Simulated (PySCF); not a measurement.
F₂Hf, SMILES [F][Hf][F], multiplicity 1.

Coordinates come from a r2SCAN-D4/def2-TZVP optimisation. The multiplicity is an assumed one; other spin states were not compared. The def2 effective core potentials stand for the cores of Hf; spin–orbit coupling is left out.

Two levels are set side by side: PBE/def2-TZVPD (PySCF) and CAM-B3LYP/def2-TZVPD (PySCF). Same geometry, gas phase. Differences are taken from unrounded values.

```tsv
quantity	CAM-B3LYP
orbital gap (eV)	5.50
highest occupied level (eV)	-6.80
lowest empty level (eV)	-1.30
dipole moment (D)	1.48
mean polarisability (bohr³)	73.1
```

What does PBE give, and how far is it from CAM-B3LYP? (The exact figures need the calculation; the answer reports its results.)


```tsv
quantity	PBE	PBE minus CAM-B3LYP
orbital gap (eV)	1.33	-4.16
highest occupied level (eV)	-4.83	1.96
lowest empty level (eV)	-3.50	-2.20
dipole moment (D)	1.21	-0.28
mean polarisability (bohr³)	78.1	5.0
```

PBE's occupied levels lie high since its potential decays too fast outside the molecule; exact exchange lowers them and widens the gap. PBE's more diffuse valence density responds more strongly to a field. Differences between two approximate levels are no errors against the true value.

Rough cost on one machine, each run with all the roots and properties that it gave: CAM-B3LYP against PBE within a factor of 2.
